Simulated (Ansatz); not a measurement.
Frontier orbitals of AlH$_{5}$SeSi, SMILES `[AlH2][Se][SiH3]`.

```csv
atom,x (Å),y (Å),z (Å)
Al1,0.996,1.623,0.156
Se2,0.812,-0.343,1.355
Si3,-0.730,-1.280,-0.047
H4,0.122,1.788,-1.153
H5,1.993,2.719,0.701
H6,-1.047,-2.617,0.510
H7,-0.181,-1.431,-1.417
H8,-1.965,-0.460,-0.104
```

Charge 0, multiplicity 1. Correlated methods include outer-core shells of Se, which these sets cover unevenly. Scalar relativity is left out up to krypton. The geometry is a stationary point of PBE0-D4/def2-TZVP. Basis def2-TZVPP, Ansatz 0.2.0.

Orbital energies of one run (eV). Highest occupied ones, from the top: -8.58, -9.51, -9.98, -10.82, -11.67, -11.70, -13.42, -16.56, -21.06, -58.98, -58.99, -59.05, -59.11, -59.12. Empty: -0.69, 0.74, 1.07, 1.67, 2.31, 2.31.

Task: Which functional gave them?
A. HSE06 (plane-wave form)
B. CAM-B3LYP
C. LC-ωPBE
D. PBE

Result: B. HOMO energies: CAM-B3LYP -8.58, HSE06 -6.99, LC-ωPBE -9.92, PBE -6.32 eV.

LC-ωPBE has ω = 0.4 bohr⁻¹.
